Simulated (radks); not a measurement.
The numbers below are computed, except where a source is named.
Q: The sulfur anion S2-, [Ar], held by a Watson sphere: a shell of charge +2.06 at radius R that stands for the Madelung well of a crystal (potential energy -2.06/R inside, -2.06/r outside, in hartree with lengths in bohr). Level of theory: non-relativistic Kohn-Sham, LDA (Slater exchange, Perdew-Wang correlation), spin-polarised, spherical densities, point nucleus (a radial shooting solver on a logarithmic mesh with Libxc functionals). Response by self-consistent Sternheimer equations with the Hartree and adiabatic LDA kernel. The sphere does not respond.

| R (bohr) | e(2p) (eV) | e(3s) (eV) | e(3p) (eV) | <r> 3p (bohr) | sum of <r^2> (bohr^2) | X-ray form factor at sin(theta)/lambda = 0.3 1/angstrom | alpha (bohr^3) |
|---|---|---|---|---|---|---|---|
| 1.84 | -154.12 | -19.521 | -9.454 | 2.013 | 37.61 | 9.043 | 20.66 |
| 1.98 | -153.96 | -19.050 | -9.166 | 2.052 | 38.94 | 9.007 | 22.33 |
| 2.2 | -153.81 | -18.334 | -8.686 | 2.112 | 41.03 | 8.970 | 25.35 |
| 2.42 | -153.70 | -17.658 | -8.191 | 2.170 | 43.10 | 8.952 | 28.87 |
| 3.22 | -153.14 | -15.615 | -6.470 | 2.355 | 50.25 | 8.963 | 46.48 |
| 4.27 | -152.12 | -13.773 | -4.676 | 2.545 | 58.82 | 8.992 | 84.38 |

Estimate the row for R = 3.87 bohr.

A: e(2p) (eV) -152.51; e(3s) (eV) -14.382; e(3p) (eV) -5.292; <r> 3p (bohr) 2.479; sum of <r^2> (bohr^2) 55.63; X-ray form factor at sin(theta)/lambda = 0.3 1/angstrom 8.984; alpha (bohr^3) 67.55.
